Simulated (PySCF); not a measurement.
Be(F)(NMe2) (C2H6BeFN), SMILES [F][Be][N](C)C.

The structure is a stationary point at PBE-D3(BJ)/def2-SVP. The structure was generated by enumeration; whether it is a known compound was not checked. Other conformers were not sampled.

All values below come from PBE/def2-TZVP in PySCF.

Symmetry labels are those of the subgroup C2v that the program uses (full group C2v).

Question: List the valence orbital energies around the gap with their symmetry. (An estimate is asked for; the answer gives what the named calculation found.)

Answer: 
```
orbital  symmetry  energy (eV)
-------  --------  -----------
HOMO−7         B1       -10.89
HOMO−6         A1       -10.50
HOMO−5         A2        -9.36
HOMO−4         B2        -9.28
HOMO−3         B1        -9.26
HOMO−2         B2        -8.96
HOMO−1         A1        -8.27
HOMO           B1        -5.14
LUMO           A1        -0.86
LUMO+1         B2        -0.07
LUMO+2         B1         0.68
LUMO+3         A1         0.77
```
